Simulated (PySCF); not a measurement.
Run record for `C=CCC[Se]CF`: PBE0/3-21G, TDA, 3 singlets.

Method: TDA PBE0/3-21G, vertical, gas phase, core orbitals frozen in the response (PySCF 2.14.0, density-fitted response routines). Geometry: GFN2-xTB. The input is one job of a driver script: a line of settings, then coordinates in Å.

Command:
```bash
OMP_NUM_THREADS=1 python probes_run.py task.json out
```

Input:
```
{"job": {"kind": "uv", "xc": "PBE0", "basis": "3-21G", "nstates": 3, "ntriplets": 2, "tda": true}, "charge": 0, "multiplicity": 1}
C     -2.303975     1.096013     1.060371
C     -1.943587    -0.004459     0.428209
C     -0.786223    -0.096120    -0.516096
C      0.201476    -1.150868    -0.034589
Se     1.767378    -1.343652    -1.222969
C      2.737990     0.247174    -0.606715
F      3.116405     0.104985     0.689325
H     -1.776945     2.026838     0.926799
H     -3.145092     1.119394     1.731632
H     -2.487962    -0.927533     0.579456
H     -1.147093    -0.376083    -1.510423
H     -0.298473     0.877915    -0.592200
H      0.593054    -0.915497     0.956452
H     -0.263220    -2.138124    -0.006986
H      2.093298     1.128572    -0.673226
H      3.635369     0.360389    -1.220452
```

Q: What does the run print?

A: 
```
coarse grid: 60784 points
cycle   1  E = -2683.6459959260  dE = -1.762e+00  |g| = 5.162e-01  |ddm| = 3.831e+00
cycle   2  E = -2683.6275154282  dE =  1.848e-02  |g| = 6.494e-01  |ddm| = 1.125e+00
cycle   3  E = -2683.7040191368  dE = -7.650e-02  |g| = 5.608e-02  |ddm| = 5.399e-01
cycle   4  E = -2683.7047904349  dE = -7.713e-04  |g| = 1.599e-02  |ddm| = 8.419e-02
cycle   5  E = -2683.7048476741  dE = -5.724e-05  |g| = 4.609e-03  |ddm| = 2.027e-02
cycle   6  E = -2683.7048528643  dE = -5.190e-06  |g| = 6.595e-04  |ddm| = 5.392e-03
final grid: 129072 points
cycle   7  E = -2683.7048075451  dE = -1.299e-08  |g| = 9.702e-04  |ddm| = 2.555e-03
cycle   8  E = -2683.7048073186  dE =  2.264e-07  |g| = 1.325e-03  |ddm| = 2.856e-03
cycle   9  E = -2683.7048078039  dE = -4.853e-07  |g| = 1.131e-04  |ddm| = 1.663e-03
cycle  10  E = -2683.7048078073  dE = -3.341e-09  |g| = 1.385e-05  |ddm| = 1.172e-04
cycle  11  E = -2683.7048078073  dE = -4.275e-11  |g| = 4.237e-06  |ddm| = 1.918e-05
converged SCF energy = -2683.7048078073

Static polarisability (au): isotropic 68.749, principal 42.331 71.419 92.496

Singlet excitations
state   eV       nm        f      main configurations
  1   5.3067    233.6   0.00282   H->L 0.81, H->L+1 0.17
  2   6.2214    199.3   0.00652   H->L+1 0.82, H->L 0.16
  3   7.0601    175.6   0.00996   H->L+2 0.97

Triplet excitations (Tamm-Dancoff, eV): 4.5730 4.7429
```

The SCF starts on a coarse grid where the log names one; the energy can jump when the final grid takes over, and dE then counts from the start density on the new grid. H and L stand for HOMO and LUMO; the number after each pair is its weight.

Q: Give the mean polarisability as a volume in Å³, and the ratio of the largest to the smallest principal value.

A: 68.749 au × 0.148185 = 10.19 Å³; 92.496/42.331 = 2.19.

Q: Give S1 in cm⁻¹ and kJ/mol.

A: 5.3067 eV × 8065.54 = 42801 cm⁻¹; × 96.485 = 512.0 kJ/mol.

In short: SCF converged in 11 cycles with 94 basis and 880 fitting functions; HOMO -6.22 eV, LUMO 0.40 eV; lowest singlet 5.31 eV; lowest triplet 4.57 eV (Tamm–Dancoff); mean polarisability 68.7 au.

 The PBE0/3-21G calculation is non-relativistic and has no spin–orbit coupling, an omission that weighs most on selenium.

Rough CPU time on one thread of a shared machine: about 22 s.

Shape of the structure used: `[CH2:1]=[CH:2][CH2:3][CH2:4][Se:5][CH2:6][F:7]`: C1–C2–C3–C4 122°, C2–C3–C4–Se5 180°, C3–C4–Se5–C6 78°, C4–Se5–C6–F7 65°.

One conformer stands for the species.
